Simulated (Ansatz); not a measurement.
Basis-set extrapolation for C2H7BO2S, SMILES `COB(S)OC` (PBE0-D4/def2-TZVP geometry, frozen core, Ansatz 0.2.0). Multiplicity 1, RHF reference.

|  | def2-TZVPP | def2-QZVPP |
| --- | --- | --- |
| HF | -651.989563 | -652.012913 |
| MP2 correlation | -1.091375 | -1.173788 |
| CCSD(T) correlation | -1.185370 | not run |

Energies in hartree. Use E(X) = E(∞) + A·exp(−7.88·√X) for Hartree–Fock and E(X) = E(∞) + B·X^(−2.97) for correlation, with X = 3 and 4, and add CCSD(T) minus MP2 of the smaller set to the MP2 limit.

What is the CCSD(T) energy at the basis-set limit?

HF limit: -652.012913 + (-0.023350) × 0.13774 = -652.01613. MP2 limit: -1.173788 + (-0.082413) × 0.74074 = -1.23483. Higher-order term: -1.185370 − (-1.091375) = -0.09400. Total: -653.34496 hartree, 106.7 kcal/mol below CCSD(T)/def2-TZVPP.
